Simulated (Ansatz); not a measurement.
A run for Ansatz (a program for electronic structure): U-B3LYP/cc-pV(T+d)Z on AlFH2O (SMILES [OH][AlH][F]), a point of a bond scan (R = 1.054 Å). Files ending in .json are basis or fitting sets from the Basis Set Exchange.

Ansatz 0.2 input:
```yaml
crystal:
  periodic: [false, false, false]
  atoms:
    - {symbol: Al, position_ang: [-0.22437839, -0.36994440, 0.12139836]}
    - {symbol: H, position_ang: [-1.02851550, -1.64177396, 0.51864000]}
    - {symbol: F, position_ang: [1.24636186, -0.07531748, 0.81825782]}
    - {symbol: O, position_ang: [-0.85471535, 0.70268961, -1.01729409]}
    - {symbol: H, position_ang: [-0.39203774, 1.58786180, -1.35333562]}
basis:
  gaussian:
    orbitals: cc-pV_T+d_Z.json
hamiltonian:
  xc: {name: B3LYP}
magnetization: {spin_polarized: true, initial_magnetization: 0}
```

The head of its log:

```
WARN ansatz: RAYON_NUM_THREADS=1 ignored (pool sized by the plan → 1); use --threads N
Functional definition: B3LYP
integrals: 0.04 GiB planned
744 factors; their error is unknown
mean field: 0.48 GiB planned
mean field evaluation 1: about -11391.9647 eV, gradient 5.0e1 eV
mean field evaluation 2: about -11365.0848 eV, gradient 9.7e1 eV
```

**Question.** Give the final energy of this run.

**Answer.** -418.9298 hartree.
